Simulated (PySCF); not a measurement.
A GIAO shielding run with PySCF (density fitting, non-relativistic, gas phase) on `C#CC[SiH2][Si@@H](C)[SiH3]`, C$_{4}$H$_{12}$Si$_{3}$:

```
$ OMP_NUM_THREADS=1 python probes_run.py task.json out

{"job": {"kind": "nmr", "xc": "PBE0", "basis": "pcSseg-1"}, "charge": 0, "multiplicity": 1}
C      2.083800     1.480057     0.713342
C      2.120152     0.395420     0.205967
C      2.095336    -0.896205    -0.427623
Si     0.532697    -1.071096    -1.534699
Si    -1.322983    -0.329962    -0.343108
C     -1.338144    -1.182994     1.368058
Si    -1.510306     1.964294    -0.026336
H      2.096026     2.424696     1.168243
H      2.101762    -1.671028     0.342529
H      3.002493    -1.019223    -1.022071
H      0.555390    -2.469767    -1.996655
H      0.784485    -0.259198    -2.735020
H     -2.527702    -0.848131    -1.034745
H     -0.474761    -0.883473     1.956887
H     -1.320399    -2.266204     1.284192
H     -2.226141    -0.915889     1.934555
H     -2.886753     2.459595    -0.145010
H     -0.722091     2.705863    -1.014299
H     -1.052663     2.392497     1.298334
```

Hardware: 1 thread of an Arm Neoverse N1, shared host. The job also computes population analyses, field gradients.

(1) How large is the calculation?

(2) How long does it take, and how much memory does it need?

## Answers

(1) 78 electrons, 200 basis functions and 1107 auxiliary functions.

(2) 62 s of wall time, with 14 SCF cycles and 5 response iterations; peak memory 0.89 GiB. Times on a shared host scatter by some tens of per cent.
